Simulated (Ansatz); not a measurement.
Start from `[F][In]([F])[SeH]` and change one atom or group to get `[NH2][In]([F])[F]`.

Ansatz, PBE0-D4/def2-TZVP geometries, multiplicity 1. Each molecule was computed in one conformer, which needn't be the lowest.

Elements past krypton have def2 core potentials. Scalar relativity is left out up to krypton.

```csv
property,`[F][In]([F])[SeH]`
HOMO–LUMO gap (PBE0/def2-TZVPP) / eV,5.48
HOMO–LUMO gap (ωB97M-V/def2-TZVPP) / eV,9.55
HOMO energy (B3LYP/def2-TZVPP) / eV,-7.93
size of the dipole moment (B3LYP/def2-TZVPP) / D,3.24
HOMO energy (PBE0/def2-TZVPP) / eV,-8.16
HOMO energy (PBE/def2-TZVPP) / eV,-6.97
```

Question: What does the change do to each property? (Estimate.)

Answer: Ansatz gave: 
```csv
property,`[NH2][In]([F])[F]`,shift
HOMO–LUMO gap (PBE0/def2-TZVPP) / eV,6.16,0.68
HOMO–LUMO gap (ωB97M-V/def2-TZVPP) / eV,10.43,0.88
HOMO energy (B3LYP/def2-TZVPP) / eV,-8.19,-0.26
size of the dipole moment (B3LYP/def2-TZVPP) / D,3.87,0.63
HOMO energy (PBE0/def2-TZVPP) / eV,-8.41,-0.25
HOMO energy (PBE/def2-TZVPP) / eV,-6.98,-0.01
```

With PBE0 the HOMO falls by 0.25 eV and the LUMO rises by 0.43 eV, so the gap widens by about 0.68 eV. PBE moves the HOMO by -0.01 eV and ωB97M-V by -0.47 eV. The zero-point energy changes by 44.9 kJ/mol with +3 modes. Dipoles are sizes alone; their direction can turn.

B3LYP here is the variant with VWN-RPA as its local correlation; programs differ in this.

Spin–orbit coupling is left out; it splits and shifts lone-pair levels of the heavy atoms by tenths of an eV.
